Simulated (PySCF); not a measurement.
# Exercise with solution: oscillator strength and radiative lifetime

Si(H)(Cl)2(OH) (Cl2H2OSi), SMILES Cl[SiH](Cl)O.

Geometry: PBE0-D3(BJ)/def2-SVP. One conformer was computed; it need not be the lowest.

TDDFT-B3LYP/def2-SVPD run with PySCF 2.14.0 puts the first singlet state with f over 0.02 at 8.01 eV (vertical), with the transition dipole (0.000, 0.000, -0.426) in atomic units.

**Question.** Find the oscillator strength, the wavelength and the radiative lifetime that this transition would have in vacuum if emission retraced absorption.

**Answer.** 
|μ|² = 0.1815 au, so |μ| = 1.08 D. ΔE = 8.01/27.211 = 0.2944 hartree. f = (2/3) ΔE |μ|² = 0.036 (the program prints 0.036).
λ = 1239.84/8.01 = 155 nm; ν = 64605 cm⁻¹.
Einstein's coefficient A = 0.6670 ν² f s⁻¹ (ν in cm⁻¹) = 9.9e7 s⁻¹, so τ = 1/A = 10 ns. This state is S3; the lower singlets have f = 0.003, 0.007. The figure is the radiative limit of this one transition; relaxation, internal conversion, crossing to triplets and a medium change what is measured.
